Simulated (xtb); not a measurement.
C2H6N, charge -1, singlet, at a GFN2-xTB geometry; GFN1-xTB in xtb.

xtb was given this input:
```
$ xtb mol.xyz --gfn 1 --chrg -1 --opt --json

# file mol.xyz
9

C     -0.00450711    -0.16012117     1.14423294
N      0.05359214     0.63577940    -0.00002007
C     -0.02236646    -0.15868797    -1.14422288
H      0.82977693    -0.94369191     1.23989698
H      0.05529176     0.46516035     2.04681331
H     -0.95658511    -0.79311257     1.25393224
H      0.81031525    -0.94213013    -1.25387748
H      0.02334443     0.46772410    -2.04684276
H     -0.97604679    -0.79155078    -1.23984221
```

Q: Predict the main parts of the log of this xtb run.

A: 
```
   ID    Z sym.   atoms
    1    6 C      1, 3
    2    7 N      2
    3    1 H      4-9

           -------------------------------------------------
          |                Calculation Setup                |
           -------------------------------------------------

           -------------------------------------------------
          |                 G F N 1 - x T B                 |
           -------------------------------------------------

          ...................................................
          :                      SETUP                      :
          :.................................................:
          :  # basis functions                  24          :
          :  # atomic orbitals                  24          :
          :  # shells                           18          :
          :  # electrons                        20          :
          :  # halogen bonds                     0          :
          :  max. iterations                   250          :
          :  Hamiltonian                  GFN1-xTB          :
          :  restarted?                      false          :
          :  GBSA solvation                  false          :
          :  PC potential                    false          :
          :  electronic temp.          300.0000000     K    :
          :  accuracy                    1.0000000          :
          :  -> integral cutoff          0.2500000E+02      :
          :  -> integral neglect         0.1000000E-07      :
          :  -> SCF convergence          0.1000000E-05 Eh   :
          :  -> wf. convergence          0.2000000E-04 e    :
          :  Broyden damping             0.4000000          :
          :  net charge                         -1          :
          :  unpaired electrons                  0          :
          ...................................................

 iter      E             dE          RMSdq      gap      omega  full diag
   1    -10.8429990 -0.108430E+02  0.771E+00    4.64       0.0  T
   2    -10.8789526 -0.359536E-01  0.452E+00    4.17       1.0  T
   3    -10.8796571 -0.704534E-03  0.113E+00    4.02       1.0  T
   4    -10.8810559 -0.139882E-02  0.292E-01    4.13       1.0  T
   5    -10.8813889 -0.332998E-03  0.138E-02    4.09       2.4  T
   6    -10.8813897 -0.735675E-06  0.316E-03    4.09      10.5  T
   7    -10.8813897 -0.395887E-07  0.592E-04    4.09      56.3  T
   8    -10.8813897 -0.134746E-08  0.644E-05    4.09     517.7  T
[...]
         :: total energy             -10.778952108267 Eh    ::
 * total energy  :   -10.7789521 Eh     change       -0.1474376E-12 Eh
 * total energy  :   -10.7815629 Eh     change       -0.2610771E-02 Eh
 * total energy  :   -10.7828291 Eh     change       -0.1266231E-02 Eh
 * total energy  :   -10.7828717 Eh     change       -0.4262196E-04 Eh
 * total energy  :   -10.7828766 Eh     change       -0.4877446E-05 Eh
   *** GEOMETRY OPTIMIZATION CONVERGED AFTER 5 ITERATIONS ***
         :: total energy             -10.782876610270 Eh    ::
[...]
        21                          0.4752136              12.9312
       ...                                ...                  ...
        24                          0.6534215              17.7805
      -------------------------------------------------------------
                  HL-Gap            0.1447194 Eh            3.9380 eV
             Fermi-level            0.0243361 Eh            0.6622 eV

  Mulliken/CM5 charges         n(s)   n(p)   n(d)
     1C     0.10529  0.02457   0.969  2.926  0.000
     2N    -0.77082 -0.95313   1.568  4.203  0.000
     3C     0.10529  0.02457   0.969  2.926  0.000
     4H    -0.07589 -0.01988   1.076  0.000  0.000
     5H    -0.06810 -0.00823   1.068  0.000  0.000
     6H    -0.07589 -0.01988   1.076  0.000  0.000
     7H    -0.07589 -0.01988   1.076  0.000  0.000
     8H    -0.06810 -0.00823   1.068  0.000  0.000
     9H    -0.07589 -0.01988   1.076  0.000  0.000

Wiberg/Mayer (AO) data.
largest (>0.10) Wiberg bond orders for each atom

 ---------------------------------------------------------------------------
     #   Z sym  total        # sym  WBO       # sym  WBO       # sym  WBO
 ---------------------------------------------------------------------------
     1   6 C    3.989 --     2 N    1.046     5 H    0.986     4 H    0.968
                             6 H    0.968
     2   7 N    2.302 --     1 C    1.046     3 C    1.046
     3   6 C    3.989 --     2 N    1.046     8 H    0.986     7 H    0.968
                             9 H    0.968
     4   1 H    1.022 --     1 C    0.968
     5   1 H    1.047 --     1 C    0.986
     6   1 H    1.022 --     1 C    0.968
     7   1 H    1.022 --     3 C    0.968
     8   1 H    1.047 --     3 C    0.986
     9   1 H    1.022 --     3 C    0.968
 ---------------------------------------------------------------------------

Topologies differ in total number of bonds
Writing topology from bond orders to xtbtopo.mol

 dipole moment from electron density (au)
     X       Y       Z
  -0.1081  -1.2828   0.0000  total (Debye):    3.272

optimized geometry written to: xtbopt.xyz

           -------------------------------------------------
          | TOTAL ENERGY              -10.782876610270 Eh   |
          | GRADIENT NORM               0.000486760669 Eh/α |
          | HOMO-LUMO GAP               3.938016327804 eV   |
           -------------------------------------------------

normal termination of xtb
```
